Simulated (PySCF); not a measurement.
## Magnetisability: BeMe(vinyl) (SMILES C=[CH][Be][CH3])

Geometry:
```
atom   x (Å)   y (Å)   z (Å)
 Be1  -0.077  -0.293   0.384
  C2  -0.090  -0.323   2.110
  H3  -0.737   0.426   2.567
  H4   0.885  -0.159   2.571
  H5  -0.433  -1.270   2.530
  C6  -0.080  -0.314  -1.321
  C7   0.202   0.738  -2.089
  H8  -0.324  -1.207  -1.900
  H9   0.461   1.701  -1.676
 H10   0.192   0.701  -3.173
```

Theory: PySCF, GIAO KT3/def2-SVP magnetisability, rotational g tensor and spin-rotation constants, non-relativistic, gas phase. Geometry: GFN2-xTB.

Q: What are the magnetisability and the molar susceptibility?

A: Isotropic -624 × 10⁻³⁰ J/T², or -37.6 × 10⁻⁶ cm³/mol; principal values -692, -630, -551 × 10⁻³⁰ J/T², anisotropy 122 × 10⁻³⁰ J/T² (root of half the summed squared differences of the principal values). The susceptibility is in cgs units.

Q: Split it along the inertial axes a, b, c into diamagnetic and paramagnetic parts about the centre of mass, with the quadrupole moment.

A: 
```csv
axis,χ (10⁻⁶ cm³/mol),diamagnetic (10⁻⁶ cm³/mol),paramagnetic (10⁻⁶ cm³/mol),summed x² of all electrons (Å²),quadrupole Θ (D Å)
a,-37.9,-88.5,50.7,107.9,-1.27
b,-33.3,-487.2,454.0,13.9,+2.41
c,-41.7,-516.6,475.0,7.0,-1.14
```
Anisotropies 2χaa − χbb − χcc = -0.8 and 2χbb − χaa − χcc = +13.0 × 10⁻⁶ cm³/mol. Θ is traceless in Buckingham's convention.

Q: And the rotational g tensor?

A: 
| axis | rotational constant (GHz) | g | nuclear part | electronic part |
| --- | --- | --- | --- | --- |
| a | 38.0727 | -0.1174 | 0.7889 | -0.9062 |
| b | 2.9862 | -0.0187 | 0.6181 | -0.6369 |
| c | 2.8152 | -0.0037 | 0.6244 | -0.6282 |

Asymmetric top; isotopes 9Be, 12C, 1H; no vibrational averaging.
